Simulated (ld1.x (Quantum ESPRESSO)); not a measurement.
N (Z = 7): one change to a PAW potential, before and after

- Element: nitrogen (N)
- Generator: ld1.x (Quantum ESPRESSO) 7.5
- Type: PAW
- Functional: PBEsol
- Relativity: non-relativistic
- Frozen core: [He]
- Valence charge: 5
- Reference configuration: 2s2 2p2.75 (charge +0.25)
- Partial waves: 2s (bound): rcut 1.00, rcutus 1.25 bohr; 2s channel at 0.95 Ry: rcut 1.00, rcutus 1.25 bohr; 2p (bound): rcut 2.00, rcutus 2.70 bohr; 2p channel at -0.4 Ry: rcut 2.00, rcutus 2.70 bohr; 3d channel at -0.1 Ry: rcut 2.10, rcutus 2.20 bohr; 3d channel at 1.15 Ry: rcut 2.10, rcutus 2.20 bohr
- Local potential: all-electron potential smoothed inside 1.90 bohr (lloc = -2)
- Core correction: Bessel-smoothed model core, default radius (core density twice the valence density)
- Augmentation charge: PSQ, inside the norm-conserving radii

All-electron outer shells of the reference configuration (PBEsol, non-relativistic, ld1.x):

```
shell  level (eV)  outermost node (bohr)  outermost maximum (bohr)
   2s      -21.58                   0.32                      1.02
   2p      -10.09                      –                      0.97
```

Change: core correction Bessel-smoothed model core inside 0.76 bohr.

Cutoffs: the cutoffs (Ry, on a coarse ladder) from which the occupation-weighted sum of valence levels, in a spherical-Bessel basis at the reference potential, stays within 10 and 1 mRy of its value at 400 Ry; they do not see the model core or the augmentation charge, which bear on the density cutoff. Errors are all-electron minus pseudo energies relative to the spin-unpolarised reference configuration.

Question: Predict the effect on cutoff, ghosts and configuration errors.

Answer: The potential gets neither clearly harder nor softer (18 Ry and 30 Ry → 18 Ry and 30 Ry); of the 6 tests that both files solve, the error grows in 0 and shrinks in 2 by more than 15 % and 0.3 meV (median size 17.0 → 8.8 meV); neither file shows a bound ghost at the reference potential, the only one tested. The default core radius of the base comes out at 0.41 bohr. A wider model core is smoother and lowers the density cutoff, which this test does not measure.

| quantity | base | changed |
| --- | --- | --- |
| cutoff, loose | 18 Ry | 18 Ry |
| cutoff, tight | 30 Ry | 30 Ry |
| bound ghosts | none | none |
| tests counted (converged, no solver errors) | 6 of 7 | 6 of 7 |
| error for 2s2 2p3, meV [ΔE -2.14 eV] | -1.0 | -1.0 |
| error for 2s2 2p1, meV [ΔE 40.13 eV] | -71 | -73 |
| error for 2s2 2p0, meV [ΔE 87.02 eV] | +36 | +23 |
| error for 2s1 2p0, meV [ΔE 164.49 eV] | +30 | +14 |
| error for 2s2 2p2.5, meV [ΔE 2.93 eV] | -1.4 | -1.4 |
| error for 2s2 2p3.3, meV [ΔE -3.74 eV] | -3.5 | -3.5 |
| s: phases at 2.96 bohr within 0.05 rad from the reference energy up to (Ry; the scan ends near 5) | to the end of the scan | to the end of the scan |
| p: phases at 2.96 bohr within 0.05 rad from the reference energy up to (Ry; the scan ends near 5) | 4.1 | 4.1 |
| d: phases at 2.96 bohr within 0.05 rad from the reference energy up to (Ry; the scan ends near 5) | 4.3 | 4.3 |
| lowest overlap eigenvalue by channel | s 0.67, p 0.35, d 0.98 | s 0.67, p 0.35, d 0.98 |

Base: Tests not counted: 2s2 2p2 (solver errors, printed error -128 eV). Changed file: Tests not counted: 2s2 2p2 (solver errors, printed error -128 eV).
